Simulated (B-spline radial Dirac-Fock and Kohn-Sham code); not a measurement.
**Binding energies of Hg⁺ in different valence configurations**

Model: Dirac-Fock ΔSCF + Breit + QED. Program: a B-spline atomic structure program. The model has no electron correlation.

Reference: the tabulated ground configuration [Xe] 4f14 5d10 6s1, with 3p3/2 2869.8 eV, 3d3/2 2403.4 eV, 4p1/2 703.0 eV, 4f7/2 114.5 eV, 5p1/2 101.0 eV, 5p3/2 82.97 eV, Kα1 70814.1 eV, Kβ1 80244.4 eV.

Question: One of these configurations gives the following shifts from the reference, in eV: average energy +11.82, 3p3/2 +6.35, 3d3/2 +6.35, 4p1/2 +6.29, 4f7/2 +6.23, 5p1/2 +5.33, 5p3/2 +5.10, Kα1 -0.18, Kβ1 -0.14. Which?
A. [Xe] 4f14 5d10 6p1
B. [Xe] 4f14 5d9 6s1 6p1
C. [Xe] 4f14 5d9 6s2

Answer: B. The others give [Xe] 4f14 5d10 6p1: 3p3/2 +1.89; [Xe] 4f14 5d9 6s2: 3p3/2 +4.63.

Values without a named source are computed, but for edge energies of neutral atoms, which are taken from tables.
